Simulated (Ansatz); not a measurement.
An input meant for Ga₇P₇ (charge 0, singlet).

```yaml
crystal:
  periodic: [false, false, false]
  atoms:
    - {symbol: Ga, position_ang: [-3.067194, 0.897889, 0.071090]}
    - {symbol: Ga, position_ang: [0.800973, -2.837306, 0.103479]}
    - {symbol: Ga, position_ang: [-1.573668, -1.281073, -0.840699]}
    - {symbol: Ga, position_ang: [0.679420, -0.682380, 2.973899]}
    - {symbol: Ga, position_ang: [1.287237, 1.570806, -0.832573]}
    - {symbol: Ga, position_ang: [-0.882058, 3.074016, 0.086334]}
    - {symbol: Ga, position_ang: [2.830639, -0.815008, 0.101676]}
    - {symbol: P, position_ang: [-3.670195, -0.534570, -1.457944]}
    - {symbol: P, position_ang: [-1.695143, 1.694065, 1.762380]}
    - {symbol: P, position_ang: [2.356679, -2.367375, 1.695716]}
    - {symbol: P, position_ang: [2.356679, -2.367375, 1.695716]}
    - {symbol: P, position_ang: [0.558173, 3.677534, -1.435153]}
    - {symbol: P, position_ang: [3.269042, 0.629575, -1.471672]}
    - {symbol: P, position_ang: [-0.248364, 0.246255, 0.712475]}
basis:
  gaussian: {orbitals: def2-mTZVP, fitting: {mean_field: def2-universal-jkfit}}
hamiltonian: {xc: {name: wB97}}
scf: {omitted_lower_state_checks: [starts]}
output: {forces: true}
```

```sh
$ ansatz run in.yaml --threads 2 --pin off --events-out ev --progress --plain --max-ram 22528MiB --backend cuda --devices 0, --max-vram 18GiB
```

It prints (some lines left out):

```
Error: two nuclei lie on one point
```

Question: Something in this input is off. What?

Answer: One atom was put on top of another. The program refused the input.
